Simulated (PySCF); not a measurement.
`CO[C@@H]1[C@H](C)[C@H]1[SiH3]`, C5H12OSi

Cartesian coordinates in Å; atom numbers follow the order of the lines, from 1:
```xyz
19

C     2.5819    0.0667    0.2837
O     1.4816    0.9217    0.0899
C     0.4261    0.2971   -0.5680
C    -0.9625    0.7885   -0.3229
C    -1.2044    1.9402    0.6177
C    -0.5406   -0.5553    0.2234
Si   -1.2107   -2.1640   -0.4723
H     2.3060   -0.8087    0.8836
H     3.3384    0.6469    0.8087
H     2.9860   -0.2800   -0.6758
H     0.6847   -0.0353   -1.5746
H    -1.6241    0.7770   -1.1822
H    -1.1585    2.8841    0.0775
H    -0.4439    1.9537    1.3935
H    -2.1866    1.8525    1.0805
H    -0.3432   -0.5420    1.2904
H    -1.3538   -2.0395   -1.9246
H    -0.2711   -3.2460   -0.1638
H    -2.5151   -2.4483    0.1277
```

Level of theory: PySCF, GIAO CAM-B3LYP/pcSseg-1 magnetisability, rotational g tensor and spin-rotation constants, non-relativistic, gas phase. Geometry: GFN2-xTB.

Task: Give the nuclear spin-rotation constants along the inertial axes (H = +C I·J) beside the isotropic shieldings.

Result: Rotational constants 2.5833, 1.5338, 1.0509 GHz. A star marks the isotopologue with that one atom substituted, in its own axes.
```csv
atom,isotope,Caa (kHz),Cbb (kHz),Ccc (kHz),mean (kHz),σ (ppm)
H8,1H,-0.075,-0.153,-0.035,-0.088,28.4
H9,1H,0.103,-0.172,-0.087,-0.052,28.0
H10,1H,-0.252,-0.094,-0.001,-0.116,28.3
H11,1H,-0.275,-0.098,-0.002,-0.125,28.9
H12,1H,-0.199,-0.132,-0.049,-0.126,31.0
H13,1H,-0.165,-0.118,-0.055,-0.113,30.4
H14,1H,-0.171,-0.130,-0.053,-0.118,30.8
H15,1H,-0.165,-0.071,-0.086,-0.108,30.3
H16,1H,-0.283,-0.192,-0.005,-0.160,32.5
H17,1H,-0.247,-0.154,0.036,-0.121,28.6
H18,1H,-0.243,0.043,-0.081,-0.094,27.7
H19,1H,-0.094,-0.073,-0.064,-0.077,27.8
C1,13C*,0.621,0.222,0.248,0.364,123.9
O2,17O*,-0.110,-0.174,-0.067,-0.117,307.3
C3,13C*,0.429,0.411,0.232,0.357,118.2
C4,13C*,0.298,0.317,0.130,0.248,164.3
C5,13C*,0.358,0.217,0.144,0.240,170.2
C6,13C*,0.360,0.215,0.110,0.228,178.5
Si7,29Si*,-1.340,-0.886,-0.606,-0.944,409.4
```
For the geometry as given, no vibrational averaging.

Task: How do the rotational constants and the g tensor change when H8, H9, H10, H11, H12, H13, H14, H15, H16, H17, H18, H19 are replaced by deuterium?

Result: Constants 2.0240, 1.3159, 0.8947 GHz; g -0.0038, -0.0076, -0.0052, against -0.0048, -0.0089, -0.0061 before.
